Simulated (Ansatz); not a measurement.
```xyz
3

F    -0.941    1.075   -1.250
Zn   -0.077    0.088   -0.103
Br    1.018   -1.164    1.353
```

Total charge 0; spin multiplicity 1.

(1) List the r2SCAN/def2-TZVPP orbital energies in eV (the Gaussian-basis code of Ansatz). (Estimate.)

Answers

(1) Ansatz gave: Occupied: -13122.27, -9436.48, -1695.49, -1526.25, -1526.20, -1526.20, -1145.76, -1008.38, -1008.38, -1008.28, -665.15, -235.14, -175.35, -175.16, -175.16, -131.82, -87.61, -87.61, -87.47, -69.19, -69.14, -69.14, -68.99, -68.99, -29.45, -20.24, -13.88, -13.56, -13.56, -13.42, -13.42, -10.12, -9.63, -9.20, -9.20, -7.92, -7.92. Lowest empty: -2.50, -0.71, -0.71, 1.97, 2.81, 4.19, 4.19, 5.22.
